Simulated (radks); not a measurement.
Results of a calculation; reference values are marked as such.
Task: Ni I, configuration [Ar] 3d10 (not the ground configuration). Level of theory: Dirac Kohn-Sham, BLYP, spin-unpolarised, spherical densities, point nucleus (a radial shooting solver on a logarithmic mesh with Libxc functionals). Some entries of the table are withheld. Estimate them.

orbital  occ.  eigenvalue (hartree)  <r> (bohr)
1s1/2       2                   (1)     0.05408
2s1/2       2             -35.74850      0.2447
2p1/2       2             -31.15259         (2)
2p3/2       4             -30.50909         (3)
3s1/2       2              -3.76869      0.7445
3p1/2       2              -2.37561         (4)
3p3/2       4              -2.29567         (5)
3d3/2       4              -0.07814         (6)
3d5/2       6              -0.07081         (7)

Result: 
(1) 1s1/2 eigenvalue (hartree): -301.5203
(2) 2p1/2 <r> (bohr): 0.2130
(3) 2p3/2 <r> (bohr): 0.2163
(4) 3p1/2 <r> (bohr): 0.7800
(5) 3p3/2 <r> (bohr): 0.7908
(6) 3d3/2 <r> (bohr): 1.242
(7) 3d5/2 <r> (bohr): 1.268
